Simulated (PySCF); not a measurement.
Atoms are numbered as in `[CH3:1][C:2]([CH3:3])([CH3:4])[c:5]1[cH:6][cH:7][n:8][cH:9][cH:10]1` (H(Xn): hydrogen on atom n).

GIAO PBE0/pcSseg-1 shifts (PySCF, gas phase, non-relativistic, equivalent atoms averaged), each against references optimised in the same way as the molecule (TMS, NH3).

On the GFN2-xTB geometry: C5 165.1, C7/C9 155.9, C6/C10 125.3, C2 36.6, C1/C3/C4 32.7, N8 353.4, H(C7)/H(C9) 8.92, H(C6)/H(C10) 7.37, H(C1)/H(C3)/H(C4) 1.34 ppm.

Problem. What changes on the PBE0-D3(BJ)/def2-SVP geometry?

Solution. 
```
            atoms  δ (ppm)  change
               C5    164.3    -0.8
            C7/C9    155.6    -0.3
           C6/C10    125.5    +0.2
               C2     35.0    -1.6
         C1/C3/C4     32.2    -0.5
               N8    355.5    +2.1
      H(C7)/H(C9)     8.71   -0.21
     H(C6)/H(C10)     7.19   -0.18
H(C1)/H(C3)/H(C4)     1.27   -0.07
```

Bonds between heavy atoms that differ most (equivalent bonds averaged): C2–C5 1.518 → 1.527 Å, C6–C7 1.385 → 1.394 Å, C7–N8 1.321 → 1.330 Å, C5–C6 1.393 → 1.400 Å. Mean change of bonds to hydrogen: C–H +0.013 Å.
